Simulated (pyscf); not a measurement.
# •H₂Si–Si(SiH₃)(SiH₃)–Cl, doublet

Gas-phase minimum from PySCF at ωB97X-D3(BJ)/def2-SVP, one conformer. •H₂Si–Si(SiH₃)(SiH₃)–Cl lies 6.3 kcal/mol over its isomer H₃Si–Si•(SiH₃)–SiH₂–Cl (electronic energy, ωB97M-D3(BJ)). 

```xyz
13

Si     0.3036     0.1065     1.9541
Si    -0.6623     0.0626    -0.1460
Si    -1.5665    -2.0300    -0.6305
Si     0.8529     0.7614    -1.7685
Cl    -2.2576     1.4177    -0.1387
H     -0.6467    -0.2364     3.0539
H      1.5185    -0.7620     2.0290
H     -2.2311    -2.0053    -1.9661
H     -2.5618    -2.3956     0.4176
H     -0.4671    -3.0405    -0.6453
H      1.3155     2.1458    -1.4654
H      0.2029     0.7318    -3.1104
H      2.0247    -0.1646    -1.7680
```
Charge 0, spin multiplicity 2.

Bond lengths (Å): Si1–Si2 2.312, Si1–H6 1.493, Si1–H7 1.495, Si2–Si3 2.330, Si2–Si4 2.327, Si2–Cl5 2.093, Si3–H8 1.492, Si3–H9 1.491, Si3–H10 1.493, Si4–H11 1.491, Si4–H12 1.491, Si4–H13 1.494. Bond angles (°): Si2–Si1–H6 113.5, Si2–Si1–H7 112.0, H6–Si1–H7 110.3, Si1–Si2–Si3 111.6, Si1–Si2–Si4 110.8, Si1–Si2–Cl5 107.6, Si3–Si2–Si4 112.2, Si3–Si2–Cl5 106.6, Si4–Si2–Cl5 107.7, Si2–Si3–H8 110.1, Si2–Si3–H9 109.5, Si2–Si3–H10 108.9, H8–Si3–H9 109.6, H8–Si3–H10 109.3 (the first ones only).

Properties at ωB97X-D3(BJ)/def2-SVP:

```json
{
  "harmonic_wavenumbers_unscaled": "75, 77, 88, 97, 109, 113, 117, 135, 331, 449, 452, 469, 513, 524, 533, 573, 582, 598, 871, 892, 922, 945, 947, 949, 951, 2225, 2241, 2245, 2246, 2253, 2257, 2261, 2264 cm⁻¹",
  "zero_point_energy": "43.3 kcal/mol",
  "rotational_symmetry_number": "1",
  "Entropy of this conformer at 298 K and 1 atm, rigid rotor and harmonic oscillator, modes under 100 cm⁻¹ raised to 100": "445.0 J/(mol K)",
  "dipole_moment": "1.41 D",
  "Spin expectation value S2": "0.753"
}
```

Single-point totals, which compare only within one level:

```
level                   total energy (hartree)
----------------------  ----------------------
ωB97X-D3(BJ)/def2-TZVP             -1623.15501
PBE/def2-TZVP                      -1622.22671
r²SCAN/def2-TZVP                   -1622.89094
B3LYP-D3(BJ)/def2-TZVP             -1623.15971
PBE0-D3(BJ)/def2-TZVP              -1622.40094
M06-2X/def2-TZVP                   -1622.90992
ωB97M-D3(BJ)/def2-TZVP             -1623.23567
```

Soft torsions are taken as harmonic, which can shift the entropy by several J/(mol K).
